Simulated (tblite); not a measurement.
Species: C₄H₁₅NOSi₃.
Numbering: `[CH3:1][C@@H:2]([SiH3:3])[Si@@:4]([NH2:5])([CH:6]=[O:7])[CH2:8][SiH3:9]` (hydrogens: H10, H11, H12 on C1; H13 on C2; H14, H15, H16 on Si3; H17, H18 on N5; H19 on C6; H20, H21 on C8; H22, H23, H24 on Si9)

Structure used (GFN2-xTB), in Å, numbered top down from 1:
```xyz
24
C4H15NOSi3 angstrom
C      2.2226   -0.1315    1.5114
C      1.3310    0.6639    0.5535
Si     2.2972    1.1596   -1.0098
Si    -0.2797   -0.2971    0.1451
N     -0.0681   -1.8261   -0.6111
C     -1.0932   -0.7544    1.8223
O     -1.1391   -1.8811    2.2506
C     -1.4735    0.7824   -0.8652
Si    -3.2084    0.0465   -1.1081
H      2.5497   -1.0609    1.0495
H      1.6879   -0.3858    2.4263
H      3.1099    0.4382    1.7846
H      1.0474    1.5919    1.0609
H      3.5336    1.8454   -0.6241
H      1.4856    2.0524   -1.8383
H      2.6400   -0.0395   -1.7814
H     -0.0669   -2.6484   -0.0292
H      0.5207   -1.9467   -1.4172
H     -1.5282    0.0663    2.4348
H     -1.5646    1.7583   -0.3890
H     -1.0267    0.9678   -1.8405
H     -3.1339   -1.1743   -1.9089
H     -3.8092   -0.2375    0.1980
H     -4.0460    1.0303   -1.8069
```

Calculated harmonic vibrations of the isolated species, GFN2-xTB (tblite), most abundant isotopes, no scaling. The method is semi-empirical: single wavenumbers can be off by several per cent or more. Modes of hydrogen on silicon can be 10 to 20 % off. One conformer, not necessarily the lowest.

Harmonic wavenumbers (cm⁻¹): 26.1, 35.9, 46.9, 70.5, 98.7, 105.8, 119.2, 132.9, 138.9, 154.3, 180.0, 207.2, 214.7, 225.8, 279.6, 339.5, 370.0, 401.0, 487.6, 500.5, 529.1, 546.9, 625.8, 648.8, 680.6, 703.1, 745.0, 768.1, 777.1, 779.2, 787.5, 790.2, 792.1, 799.0, 803.4, 830.1, 921.6, 988.3, 1018.5, 1047.0, 1074.7, 1138.5, 1143.1, 1268.0, 1373.7, 1424.5, 1457.4, 1492.5, 1512.1, 1516.1, 1744.8, 2216.4, 2232.7, 2243.3, 2245.5, 2260.3, 2276.2, 2674.4, 2916.0, 2981.0, 2996.0, 2998.5, 3006.8, 3025.8, 3471.2, 3517.6.

A = 1177, B = 655.8, C = 489.5 MHz; mass 177.046 u (most abundant isotopes); point group C1, symmetry number 1.

Problem. What is the zero-point energy?

Solution. Half the sum of the wavenumbers: 37962 cm⁻¹ = 454.13 kJ/mol.

Problem. Entropy at 273.15 K, 1 bar (ideal gas, RRHO, classical rotation)?

Solution. Translation 171.59, rotation 129.12, vibration 227.88: S = 528.6 J/(mol K).

Problem. And Cp and H(273.15 K) − H(0)?

Solution. Cp = 234.27 J/(mol K), of which vibrations give 201.01 (their classical limit is 66 R = 548.8); H(273.15 K) − H(0) = 39.72 kJ/mol without the zero-point energy, 30.64 from vibrations.

Problem. What must be added to the electronic energy to get the Gibbs energy at 273.15 K and 1 bar?

Solution. ZPE + [H(273.15 K) − H(0)] − T·S = 454.13 + 39.72 − 144.39 = 349.46 kJ/mol.

Problem. Which modes carry the vibrational entropy at 273.15 K?

Solution. 26.1 cm⁻¹: 24.82; 35.9 cm⁻¹: 22.17; 46.9 cm⁻¹: 19.96; 70.5 cm⁻¹: 16.60; 98.7 cm⁻¹: 13.85; 105.8 cm⁻¹: 13.28 J/(mol K); the other 60 give 117.20 together.

Problem. How do the functions run with temperature in this model?

Solution. 
```tsv
T (K)	S (J/(mol K))	Cp (J/(mol K))	H − H(0) (kJ/mol)	G − H(0) (kJ/mol)	ln q(vib)
100	354.5	127.8	8.20	-27.25	4.63
200	462.6	190.6	24.16	-68.37	10.19
300	551.3	249.2	46.21	-119.16	15.23
500	700.8	337.3	105.51	-244.88	24.32
800	878.6	418.6	219.95	-482.92	36.14
1000	976.1	454.6	307.45	-668.61	43.06
```

q(vib) and H(0) count from the zero-point level.

Problem. Blend soft modes into free rotors: weight 1/[1 + (100 cm⁻¹/ν̃)⁴] for the oscillator and the rest for a rotor with moment μB/(μ + B), μ = h/(8π²ν), B = 10⁻⁴⁴ kg m². What vibrational entropy results?

Solution. 203.36 J/(mol K) in place of 227.88, which changes −T·S at 273.15 K by +6.70 kJ/mol.

Hindered rotation and anharmonicity are outside this model. Other conformers, if any are populated, would add a mixing term that is left out. The structure is chiral; the term R ln 2 for an equal mix with its mirror image is left out.

Time: 1.6 s wall. Hardware: one thread of an Arm Neoverse V1 (shared host). This covers the Hessian and the dipole derivatives.
